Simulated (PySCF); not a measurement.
# Continuum solvent and chemical shifts

Atoms are numbered as in `[CH3:1][SiH:2]([CH3:3])[O:4][SiH:5]([CH3:6])[CH3:7]`. Each H is labelled by its parent atom.

GIAO PBE0/pcSseg-1 in PySCF 2.14 on one PBE0-D3(BJ)/def2-SVP conformer, non-relativistic, equivalent nuclei averaged. Solvents enter as an IEF-PCM continuum (chloroform with ε = 4.7, water with ε = 78.4) around the gas-phase geometry. Shifts are referred to TMS computed in the same medium.

In chloroform, δ in ppm: C1/C3/C6/C7 2.3, Si2/Si5 3.1, H(Si2)/H(Si5) 4.88, H(C1)/H(C3)/H(C6)/H(C7) 0.24. Dipole moment 2.01 D.

Question: How does each δ change in the more polar medium?

Answer: 
```json
{"atoms": "C1/C3/C6/C7", "environment": "methyl carbon bonded to Si", "Δδ, water": "0.0"}
{"atoms": "Si2/Si5", "environment": "silicon bonded to 2 C, O, H", "Δδ, water": "+0.7"}
{"atoms": "H(Si2)/H(Si5)", "environment": "hydrogen on a silicon bonded to 2 C, O", "Δδ, water": "-0.05"}
{"atoms": "H(C1)/H(C3)/H(C6)/H(C7)", "environment": "hydrogen on a methyl carbon bonded to Si", "Δδ, water": "+0.03"}
```

Changes are relative to chloroform. The dipole moment becomes 2.26 D in water.

Question: Which nuclei move most (in ppm), and what does the model miss?

Answer: Si2/Si5 (silicon bonded to 2 C, O, H, +0.7 ppm) in water. A continuum only polarises the solute; specific hydrogen bonds, the anisotropy of aromatic solvents and changes of geometry or conformer are outside it.
